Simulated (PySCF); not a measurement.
## Calculated data, BH$_{8}$NSi$_{2}$, AlBFH$_{2}$O, CH$_{5}$B$_{2}$Si, AlB$_{2}$H$_{4}$ and others

All values are calculated (PySCF 2.14.0). Calculation on a computer-drawn molecule: the log of a Hartree-Fock and frozen-core CCSD(T) single point meant for a local Hartree-Fock minimum, with one planted fault or none, to be diagnosed. Offsets are logged minus clean, where the clean run is the same molecule without the fault. The reference is restricted for singlets and unrestricted otherwise, and also for a bond in bohr or an excited solution. Adding or removing an electron swaps singlet and doublet. The excited solution moves the top pair (singlet) or top alpha electron (doublet) to the lowest empty orbital. Highest occupied and lowest empty are orbital energies over both spins, largest force is the largest gradient component, triples share is (T) over the correlation energy, the T1 limit is 0.02 restricted and 0.045 unrestricted, electrons count all cores, a negative frequency is imaginary (commonest isotopes), and the dipole is about the centre of nuclear charge.

Common to all runs: logged SCF converged yes; logged SCF stable within its kind yes; possible faults no fault, one electron removed, one electron added, multiplicity raised by two, geometry at a saddle point, SCF held on an excited solution, minimal basis STO-3G, one bond length entered in bohr, all coordinates scaled.

(1) 
```xyz
12
formula=BH8NSi2 meant_charge=0 meant_multiplicity=1 meant_basis=cc-pV(D+d)Z logged_electrons=48 logged_basis_functions=114 logged_spin_squared=0.9225 logged_highest_occupied=-8.6113 logged_lowest_empty=1.4474 logged_largest_force=0.0093563 logged_T1_diagnostic=0.020328 logged_D1_diagnostic=0.086777 logged_triples_share=0.025243 logged_CC_converged=yes logged_dipole_magnitude=1.4959 logged_energy_HF=-661.5485 logged_energy_CCSD(T)=-662.06227 planted_fault=one_bond_length_entered_in_bohr,row_1_of_the_drawn_bonds HF_energy_offset_from_clean_run=65.55 CCSD(T)_energy_offset_from_clean_run=81.56
B     -2.0191    -0.4255    -0.7058
Si    -0.4807    -2.4373     2.1789
N      0.8245    -3.4395     1.6209
Si     0.3743    -1.0094     3.8658
H     -1.7217    -0.6021    -1.8563
H     -2.8452     0.4159    -0.4758
H     -1.6135    -3.1914     2.8030
H      0.6828    -3.9815     0.7874
H      1.3319    -3.9889     2.2906
H      1.3073    -0.0050     3.2957
H      1.1151    -1.7958     4.8864
H     -0.7305    -0.2864     4.5443
```

Units: logged_highest_occupied, logged_lowest_empty in eV; logged_largest_force in hartree/bohr; logged_dipole_magnitude in debye; logged_energy_HF, logged_energy_CCSD(T) in hartree; HF_energy_offset_from_clean_run, CCSD(T)_energy_offset_from_clean_run in kcal/mol.

Drawn bonds:
```
atom  other atom  order
   1           2      1
   2           3      1
   2           4      1
   1           5      1
   1           6      1
   2           7      1
   3           8      1
   3           9      1
   4          10      1
   4          11      1
   4          12      1
```

(2) 
```xyz
6
formula=AlBFH2O meant_charge=0 meant_multiplicity=2 meant_basis=cc-pV(D+d)Z logged_electrons=37 logged_basis_functions=75 logged_spin_squared=0.754 logged_highest_occupied=-8.5971 logged_lowest_empty=1.7234 logged_largest_force=1.028e-05 logged_lowest_frequency=-113.62 logged_T1_diagnostic=0.016599 logged_D1_diagnostic=0.050274 logged_triples_share=0.020122 logged_CC_converged=yes logged_dipole_magnitude=1.3245 logged_energy_HF=-442.18883 logged_energy_CCSD(T)=-442.713 planted_fault=geometry_at_a_saddle_point HF_energy_offset_from_clean_run=1.182 CCSD(T)_energy_offset_from_clean_run=1.087
B      1.7667     0.2041     0.0000
O      0.5118    -0.2427     0.0000
Al    -1.1390     0.1329     0.0000
F     -2.1683    -1.1497     0.0000
H      2.7288    -0.5261     0.0000
H     -1.7000     1.5814     0.0000
```

Units: logged_highest_occupied, logged_lowest_empty in eV; logged_largest_force in hartree/bohr; logged_lowest_frequency in cm⁻¹; logged_dipole_magnitude in debye; logged_energy_HF, logged_energy_CCSD(T) in hartree; HF_energy_offset_from_clean_run, CCSD(T)_energy_offset_from_clean_run in kcal/mol.

Drawn bonds:
```
atom  other atom  order
   1           2      1
   2           3      1
   3           4      1
   1           5      1
   3           6      1
```

(3) 
```xyz
9
formula=CH5B2Si meant_charge=1 meant_multiplicity=1 meant_basis=cc-pV(D+d)Z logged_electrons=33 logged_basis_functions=90 logged_spin_squared=0.7551 logged_highest_occupied=-22.935 logged_lowest_empty=-12.915 logged_largest_force=0.071014 logged_T1_diagnostic=0.013546 logged_D1_diagnostic=0.039501 logged_triples_share=0.025366 logged_CC_converged=yes logged_dipole_magnitude=1.1093 logged_energy_HF=-378.24733 logged_energy_CCSD(T)=-378.6151 planted_fault=one_electron_removed HF_energy_offset_from_clean_run=322.1 CCSD(T)_energy_offset_from_clean_run=354.6
B     -0.6419    -0.9437     0.3615
B      0.1947     0.0014     1.5002
C      0.9230     0.7619     2.4567
Si     2.3931     0.1489     3.1690
H     -1.6418    -0.5129    -0.1195
H     -0.2098    -2.0150     0.0704
H      0.5598     1.7455     2.7511
H      3.1513     0.9192     4.1514
H      2.9082    -1.1677     2.7950
```

Units: logged_highest_occupied, logged_lowest_empty in eV; logged_largest_force in hartree/bohr; logged_dipole_magnitude in debye; logged_energy_HF, logged_energy_CCSD(T) in hartree; HF_energy_offset_from_clean_run, CCSD(T)_energy_offset_from_clean_run in kcal/mol.

Drawn bonds:
```
atom  other atom  order
   1           2      1
   2           3      1
   3           4      2
   1           5      1
   1           6      1
   3           7      1
   4           8      1
   4           9      1
```

(4) 
```xyz
7
formula=AlB2H4 meant_charge=0 meant_multiplicity=2 meant_basis=cc-pV(D+d)Z logged_electrons=27 logged_basis_functions=71 logged_spin_squared=3.7582 logged_highest_occupied=-7.9129 logged_lowest_empty=-1.0826 logged_largest_force=0.020367 logged_T1_diagnostic=0.049172 logged_D1_diagnostic=0.22077 logged_triples_share=0.031216 logged_CC_converged=yes logged_dipole_magnitude=2.0376 logged_energy_HF=-293.41582 logged_energy_CCSD(T)=-293.67017 planted_fault=multiplicity_raised_by_two HF_energy_offset_from_clean_run=65.03 CCSD(T)_energy_offset_from_clean_run=68.57
B     -2.7290     0.2045    -0.1398
B     -1.1388     0.3063    -0.4829
Al     0.9153     0.4366    -0.9266
H     -3.3258    -0.8305    -0.2828
H     -3.3359     1.1621     0.2630
H      1.6720     1.8103    -0.7286
H      1.6832    -0.8405    -1.4541
```

Units: logged_highest_occupied, logged_lowest_empty in eV; logged_largest_force in hartree/bohr; logged_dipole_magnitude in debye; logged_energy_HF, logged_energy_CCSD(T) in hartree; HF_energy_offset_from_clean_run, CCSD(T)_energy_offset_from_clean_run in kcal/mol.

Drawn bonds:
```
atom  other atom  order
   1           2      1
   2           3      1
   1           4      1
   1           5      1
   3           6      1
   3           7      1
```

Notes: T1 above single-reference limit.

(5) 
```xyz
6
formula=AlBH2O2 meant_charge=0 meant_multiplicity=1 meant_basis=cc-pV(D+d)Z logged_electrons=36 logged_basis_functions=75 logged_spin_squared=0 logged_highest_occupied=-6.8373 logged_lowest_empty=1.0401 logged_largest_force=0.027431 logged_T1_diagnostic=0.015333 logged_D1_diagnostic=0.04935 logged_triples_share=0.024055 logged_CC_converged=yes logged_dipole_magnitude=3.7908 logged_energy_HF=-417.55382 logged_energy_CCSD(T)=-418.09025 planted_fault=all_coordinates_scaled,by_-2.4_% HF_energy_offset_from_clean_run=2.268 CCSD(T)_energy_offset_from_clean_run=4.552
O     -1.7366    -2.1954     0.3987
B     -0.7862    -1.7421     1.2261
O     -0.2378    -0.5364     1.0292
Al    -0.1251    -2.9796     2.9110
H     -1.9702    -1.6241    -0.2921
H     -0.5614    -0.0649     0.3004
```

Units: logged_highest_occupied, logged_lowest_empty in eV; logged_largest_force in hartree/bohr; logged_dipole_magnitude in debye; logged_energy_HF, logged_energy_CCSD(T) in hartree; HF_energy_offset_from_clean_run, CCSD(T)_energy_offset_from_clean_run in kcal/mol.

Drawn bonds:
```
atom  other atom  order
   1           2      1
   2           3      1
   2           4      1
   1           5      1
   3           6      1
```

(6) 
```xyz
6
formula=AlFH2NO meant_charge=-1 meant_multiplicity=1 meant_basis=aug-cc-pV(D+d)Z logged_electrons=40 logged_basis_functions=119 logged_spin_squared=2.0111 logged_highest_occupied=-0.46801 logged_lowest_empty=2.5082 logged_largest_force=0.062202 logged_T1_diagnostic=0.093469 logged_D1_diagnostic=0.62657 logged_triples_share=0.04091 logged_CC_converged=yes logged_dipole_magnitude=3.3343 logged_energy_HF=-471.90701 logged_energy_CCSD(T)=-472.59418 planted_fault=multiplicity_raised_by_two HF_energy_offset_from_clean_run=77.64 CCSD(T)_energy_offset_from_clean_run=91.99
N     -0.4996     1.0673    -1.9671
Al     0.5326     1.3115    -0.4944
O      0.4895     2.5208     0.5772
F      1.5601    -0.0309    -0.5018
H     -1.2206     1.6951    -2.2539
H     -0.4284     0.2967    -2.5978
```

Units: logged_highest_occupied, logged_lowest_empty in eV; logged_largest_force in hartree/bohr; logged_dipole_magnitude in debye; logged_energy_HF, logged_energy_CCSD(T) in hartree; HF_energy_offset_from_clean_run, CCSD(T)_energy_offset_from_clean_run in kcal/mol.

Drawn bonds:
```
atom  other atom  order
   1           2      1
   2           3      1
   2           4      1
   1           5      1
   1           6      1
```

Notes: T1 above single-reference limit.

(7) 
```xyz
9
formula=ClH5OSi2 meant_charge=0 meant_multiplicity=1 meant_basis=cc-pV(D+d)Z logged_electrons=58 logged_basis_functions=108 logged_spin_squared=0 logged_highest_occupied=-10.665 logged_lowest_empty=2.5338 logged_largest_force=3.946e-05 logged_lowest_frequency=50.91 logged_T1_diagnostic=0.011279 logged_D1_diagnostic=0.03068 logged_triples_share=0.022597 logged_CC_converged=yes logged_dipole_magnitude=2.3103 logged_energy_HF=-1115.24283 logged_energy_CCSD(T)=-1115.83081 planted_fault=no_fault HF_energy_offset_from_clean_run=0 CCSD(T)_energy_offset_from_clean_run=0
O     -0.1792    -0.4690    -2.5467
Si    -1.3576    -0.6343    -1.3952
Si    -0.8647     0.6615     0.5192
Cl    -2.3432     0.2855     1.9465
H      0.6513    -0.9056    -2.4325
H     -1.5055    -2.0484    -0.9782
H     -2.6119    -0.1566    -2.0051
H     -0.8717     2.1131     0.2497
H      0.4330     0.2959     1.1266
```

Units: logged_highest_occupied, logged_lowest_empty in eV; logged_largest_force in hartree/bohr; logged_lowest_frequency in cm⁻¹; logged_dipole_magnitude in debye; logged_energy_HF, logged_energy_CCSD(T) in hartree; HF_energy_offset_from_clean_run, CCSD(T)_energy_offset_from_clean_run in kcal/mol.

Drawn bonds:
```
atom  other atom  order
   1           2      1
   2           3      1
   3           4      1
   1           5      1
   2           6      1
   2           7      1
   3           8      1
   3           9      1
```

(8) 
```xyz
9
formula=CH6AlB meant_charge=0 meant_multiplicity=1 meant_basis=cc-pV(D+d)Z logged_electrons=30 logged_basis_functions=25 logged_spin_squared=0 logged_highest_occupied=-8.779 logged_lowest_empty=7.124 logged_largest_force=0.044283 logged_T1_diagnostic=0.0097763 logged_D1_diagnostic=0.033167 logged_triples_share=0.011561 logged_CC_converged=yes logged_dipole_magnitude=1.2565 logged_energy_HF=-304.26858 logged_energy_CCSD(T)=-304.43274 planted_fault=minimal_basis_STO-3G HF_energy_offset_from_clean_run=2307 CCSD(T)_energy_offset_from_clean_run=2427
B     -0.2404     1.2341     1.0335
C      1.1551     1.7327     0.6172
Al     2.2292     0.2316    -0.1162
H     -1.1488     1.2008     0.2430
H     -0.4389     0.7989     2.1392
H      1.1367     2.4553    -0.2068
H      1.7616     2.0999     1.4525
H      2.1699    -0.1020    -1.6595
H      3.1932    -0.5856     0.8321
```

Units: logged_highest_occupied, logged_lowest_empty in eV; logged_largest_force in hartree/bohr; logged_dipole_magnitude in debye; logged_energy_HF, logged_energy_CCSD(T) in hartree; HF_energy_offset_from_clean_run, CCSD(T)_energy_offset_from_clean_run in kcal/mol.

Drawn bonds:
```
atom  other atom  order
   1           2      1
   2           3      1
   1           4      1
   1           5      1
   2           6      1
   2           7      1
   3           8      1
   3           9      1
```

(9) 
```xyz
6
formula=Al2FH2O meant_charge=1 meant_multiplicity=1 meant_basis=cc-pV(D+d)Z logged_electrons=44 logged_basis_functions=84 logged_spin_squared=1.0348 logged_highest_occupied=-13.444 logged_lowest_empty=-5.1277 logged_largest_force=0.020265 logged_CC_converged=no logged_dipole_magnitude=4.964 logged_energy_HF=-659.06621
O      0.4833    -0.3801    -0.5430
Al    -2.3847     0.6114    -0.5219
Al    -4.9156     1.4430    -0.4896
F     -5.7353     0.1345     0.0390
H      1.3646    -0.7123    -0.5406
H     -5.3406     2.8689    -0.9069
```

Units: logged_highest_occupied, logged_lowest_empty in eV; logged_largest_force in hartree/bohr; logged_dipole_magnitude in debye; logged_energy_HF in hartree.

Drawn bonds:
```
atom  other atom  order
   1           2      1
   2           3      1
   3           4      1
   1           5      1
   3           6      1
```

Notes: CCSD not converged.

(10) 
```xyz
8
formula=B2ClH4Si meant_charge=0 meant_multiplicity=2 meant_basis=cc-pV(D+d)Z logged_electrons=44 logged_basis_functions=94 logged_spin_squared=0 logged_highest_occupied=-15.521 logged_lowest_empty=-6.9611 logged_largest_force=0.038606 logged_T1_diagnostic=0.01573 logged_D1_diagnostic=0.049976 logged_triples_share=0.027387 logged_CC_converged=yes logged_dipole_magnitude=9.0518 logged_energy_HF=-799.82771 logged_energy_CCSD(T)=-800.26357
Si    -1.6164    -2.2943     3.4778
B     -1.3999    -1.4275     1.7462
B     -1.7839     0.1885     1.4261
Cl    -0.5644     1.4584     1.6590
H     -1.2886    -3.7099     3.7302
H     -2.1272    -1.6199     4.6869
H     -0.9741    -2.1164     0.8580
H     -2.8468     0.5667     1.0272
```

Units: logged_highest_occupied, logged_lowest_empty in eV; logged_largest_force in hartree/bohr; logged_dipole_magnitude in debye; logged_energy_HF, logged_energy_CCSD(T) in hartree.

Drawn bonds:
```
atom  other atom  order
   1           2      1
   2           3      1
   3           4      1
   1           5      1
   1           6      1
   2           7      1
   3           8      1
```

Questions
1. Which fault was planted in the run of Al$_{2}$FH$_{2}$O (entry 9)?
2. B$_{2}$ClH$_{4}$Si (entry 10): planted fault?

Answers
1. one bond length entered in bohr, row 1 of the drawn bonds
2. one electron removed

Further results for Al$_{2}$FH$_{2}$O (entry 9):

```
HF energy offset from clean run : 80.42 kcal/mol
```

Further results for B$_{2}$ClH$_{4}$Si (entry 10):

```
HF energy offset from clean run      : 177.4 kcal/mol
CCSD(T) energy offset from clean run : 189.3 kcal/mol
```
